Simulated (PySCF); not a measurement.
Computed shifts of a molecule C4H7FSi, PySCF with PBE/pcSseg-1, GIAO, gas phase, equivalent atoms averaged, in ppm (number of nuclei): ¹³C: 81.3 (1), 73.2 (1), 12.0 (1), -1.5 (1). ²⁹Si: 24.8 (1). ¹⁹F: -226.1 (1). ¹H: 5.51 (1), 2.39 (1), 1.95 (1), 1.70 (1), 0.78 (3). References: ¹³C against TMS (σ = 182.0 ppm); ²⁹Si against TMS (σ = 335.4 ppm); ¹⁹F against CFCl3 (σ = 133.6 ppm); ¹H against TMS (σ = 31.49 ppm), references at their B3LYP-D3(BJ)/def2-TZVP geometries, non-relativistic. The structure is a stationary point at PBE0-D3(BJ)/def2-SVP. The values are those of a single conformer.

Task: Which structure fits?
(A) C#CC[Si@@H](C)F
(B) CC#CC[SiH2]F
(C) C#C[C@@H](C)[SiH2]F
(D) C[C@@H](F)C#C[SiH3]

Result: A, C#CC[Si@@H](C)F
